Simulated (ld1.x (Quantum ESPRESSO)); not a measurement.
**niobium: excitation energies, all-electron against TM**

niobium (Nb), norm-conserving Troullier–Martins (Kleinman–Bylander form), made with ld1.x (Quantum ESPRESSO) 7.5 (PBE, scalar-relativistic). Core [Ar] 3d10 4s2, reference 4p6 4d3.5 5s0 5p0 (charge +1.5). Waves: 4p (bound): rc 1.55 bohr; 4d (bound): rc 2.60 bohr; 5s (bound, empty): rc 3.10 bohr. Local part: the s channel. Core correction: Bessel-smoothed model core inside 1.10 bohr.

Energies are relative to the spin-unpolarised reference configuration 4p6 4d3.5 5s0 5p0; without spin polarisation the order of configurations can differ from experiment. The frozen-core shift is the all-electron ΔE with the core orbitals held at their reference shape minus the fully relaxed ΔE.

```json
{"valence configuration": "4p6 4d4 5s1 5p0", "charge": "0", "ΔE all-electron (eV)": "-12.432", "error AE − PS (meV)": "-12", "frozen-core shift (meV)": "-0.1"}
{"valence configuration": "4p6 4d4 5s0 5p0", "charge": "+1", "ΔE all-electron (eV)": "-5.795", "error AE − PS (meV)": "-13", "frozen-core shift (meV)": "+2.0"}
{"valence configuration": "4p6 4d3 5s0 5p0", "charge": "+2", "ΔE all-electron (eV)": "8.246", "error AE − PS (meV)": "-16", "frozen-core shift (meV)": "+1.9"}
{"valence configuration": "4p6 4d4 5s0 5p1", "charge": "0", "ΔE all-electron (eV)": "-9.480", "error AE − PS (meV)": "-389", "frozen-core shift (meV)": "+0.5"}
{"valence configuration": "4p6 4d4 5s0.5 5p0", "charge": "+0.5", "ΔE all-electron (eV)": "-9.793", "error AE − PS (meV)": "-12", "frozen-core shift (meV)": "+0.9"}
{"valence configuration": "4p5 4d4 5s1 5p0", "charge": "+1", "ΔE all-electron (eV)": "27.317", "error AE − PS (meV)": "-286", "frozen-core shift (meV)": "+39"}
{"valence configuration": "4p6 4d3 5s1 5p1", "charge": "0", "ΔE all-electron (eV)": "-9.641", "error AE − PS (meV)": "-551", "frozen-core shift (meV)": "-0.6"}
```

Levels in the configuration 4p6 4d4 5s0 5p1:

```
level  all-electron (eV)  pseudo (eV)
   4p            -35.778      -36.160
   4d             -4.175       -4.553
   5p             -1.753       -1.601
```

A variational frozen-core shift is positive and of second order in the change. This column holds negative values, so the frozen-core run of ld1.x carries numerical noise or an error of first order here, and the column gives no more than the rough size of the effect.
